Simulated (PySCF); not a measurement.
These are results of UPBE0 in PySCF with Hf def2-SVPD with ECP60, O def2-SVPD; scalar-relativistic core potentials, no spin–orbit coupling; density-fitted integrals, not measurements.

```xyz
3
charge -1 multiplicity 2, angstrom
Hf    0.0000    0.1576    0.0000
O     0.0000   -0.8773    1.5023
O     0.0000   -0.8773   -1.5023
```

[HfO2]- (doublet), along the line from Hf1 (at 0) through O2 (at 1.824 Å). Core electrons replaced by a potential are absent, the electrostatic potential uses the reduced nuclear charge, and values within about 0.7 Å of such atoms have no physical meaning.

Question: Tabulate the fields along this line at 0.73, 0.82, 0.91, 1.00, 1.09, 1.19, 1.28, 1.37, 1.46, 1.55, 1.64, 1.73, 1.92, 2.01, 2.10, 2.19, 2.28, 2.37, 2.46, 2.55, 2.65, 2.74, 2.83, 2.92 Å.

Answer: 
| distance (Å) | electron density (e/Å³) | spin density (e/Å³) | electron localisation function | electrostatic potential (V) |
| --- | --- | --- | --- | --- |
| 0.73 | 2.12 | 0.0209 | 0.597 | 41.8 |
| 0.82 | 1.51 | 0.0175 | 0.379 | 28 |
| 0.91 | 1.25 | 0.0153 | 0.277 | 19.1 |
| 1.00 | 1.27 | 0.0142 | 0.356 | 13.8 |
| 1.09 | 1.53 | 0.0142 | 0.58 | 11.9 |
| 1.19 | 2.03 | 0.0154 | 0.758 | 14 |
| 1.28 | 2.8 | 0.018 | 0.821 | 21.7 |
| 1.37 | 3.91 | 0.022 | 0.808 | 38.7 |
| 1.46 | 5.4 | 0.0262 | 0.662 | 72.3 |
| 1.55 | 7.27 | 0.0265 | 0.265 | 140 |
| 1.64 | 16.3 | 0.0129 | 0.16 | 292 |
| 1.73 | 143 | -0.0299 | 0.98 | 809 |
| 1.92 | 142 | 0.0296 | 0.978 | 809 |
| 2.01 | 16.3 | -0.0213 | 0.159 | 290 |
| 2.10 | 7.38 | -0.0279 | 0.299 | 137 |
| 2.19 | 5.31 | -0.0226 | 0.717 | 68.9 |
| 2.28 | 3.64 | -0.0154 | 0.86 | 33.9 |
| 2.37 | 2.41 | -0.00991 | 0.892 | 15 |
| 2.46 | 1.58 | -0.00619 | 0.893 | 4.55 |
| 2.55 | 1.01 | -0.00371 | 0.878 | -1.27 |
| 2.65 | 0.635 | -0.00213 | 0.851 | -4.48 |
| 2.74 | 0.398 | -0.00119 | 0.808 | -6.2 |
| 2.83 | 0.253 | -0.000657 | 0.75 | -7.07 |
| 2.92 | 0.166 | -0.000367 | 0.684 | -7.45 |

With open d or f shells other occupations or spin states may lie lower. The lowest empty level of this anion is unbound, so it and the gap depend on the basis. With an element this heavy the missing spin–orbit coupling can shift these numbers.
